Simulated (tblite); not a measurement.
Species: C5H12BN.
Structure used (GFN2-xTB), in Å, numbered top down from 1:
```
atom  x, y, z in Å
C1     1.5917    1.5589   -0.2166
C2     1.4064    0.2438   -0.2241
C3     2.4836   -0.6682    0.3005
B4     0.1297   -0.4586   -0.8242
N5    -1.1395   -0.2394   -0.3250
C6    -2.3315   -0.8519   -0.8661
C7    -1.4512    0.6184    0.7955
H8     0.8501    2.2402   -0.6021
H9     2.4990    2.0149    0.1546
H10    3.3353   -0.1059    0.6807
H11    2.8255   -1.3309   -0.4938
H12    2.0887   -1.2940    1.1011
H13    0.2564   -1.2103   -1.7195
H14   -2.0744   -1.4888   -1.7079
H15   -3.0357   -0.0848   -1.2050
H16   -2.8335   -1.4582   -0.1046
H17   -1.9872    0.0555    1.5668
H18   -0.5342    1.0185    1.2185
H19   -2.0891    1.4501    0.4787
```

Level: GFN2-xTB in tblite, geometry and Hessian alike; calculated harmonic values, unscaled, isolated species. The method is semi-empirical: single wavenumbers can be off by several per cent or more. Modes of hydrogen on boron can be 10 to 20 % off. One conformer, not necessarily the lowest.

Harmonic wavenumbers (cm⁻¹): 49.2, 98.0, 139.5, 164.0, 180.4, 201.3, 318.1, 325.2, 368.2, 409.0, 439.3, 533.2, 686.9, 762.7, 827.3, 894.3, 904.4, 972.2, 1007.3, 1035.8, 1047.4, 1060.1, 1090.9, 1139.5, 1146.8, 1219.2, 1247.8, 1394.6, 1407.0, 1416.1, 1428.1, 1467.6, 1475.0, 1483.1, 1484.7, 1488.8, 1494.3, 1525.5, 1688.2, 2576.8, 2923.0, 2925.9, 2946.3, 2953.6, 2994.1, 3009.4, 3013.4, 3049.8, 3052.4, 3055.1, 3095.9.

A = 4816, B = 1505, C = 1333 MHz; mass 97.106 u (most abundant isotopes); point group C1, symmetry number 1.

Problem. What is the zero-point energy?

Solution. ½Σν̃ = 35808 cm⁻¹ = 102.38 kcal/mol.

Problem. Entropy at 273.15 K, 1 bar (ideal gas, RRHO, classical rotation)?

Solution. Translation 39.22, rotation 27.64, vibration 23.70: S = 90.6 cal/(mol K).

Problem. And Cp and H(273.15 K) − H(0)?

Solution. Cp = 33.03 cal/(mol K), of which vibrations give 25.08 (their classical limit is 51 R = 101.3); H(273.15 K) − H(0) = 5.68 kcal/mol without the zero-point energy, 3.51 from vibrations.

Problem. What must be added to the electronic energy to get the Gibbs energy at 273.15 K and 1 bar?

Solution. ZPE + [H(273.15 K) − H(0)] − T·S = 102.38 + 5.68 − 24.74 = 83.32 kcal/mol.

Problem. Blend soft modes into free rotors: weight 1/[1 + (100 cm⁻¹/ν̃)⁴] for the oscillator and the rest for a rotor with moment μB/(μ + B), μ = h/(8π²ν), B = 10⁻⁴⁴ kg m². What vibrational entropy results?

Solution. 22.25 cal/(mol K) in place of 23.70, which changes −T·S at 273.15 K by +0.39 kcal/mol.

Hindered rotation and anharmonicity are outside this model. Other conformers, if any are populated, would add a mixing term that is left out. The structure is chiral; the term R ln 2 for an equal mix with its mirror image is left out.
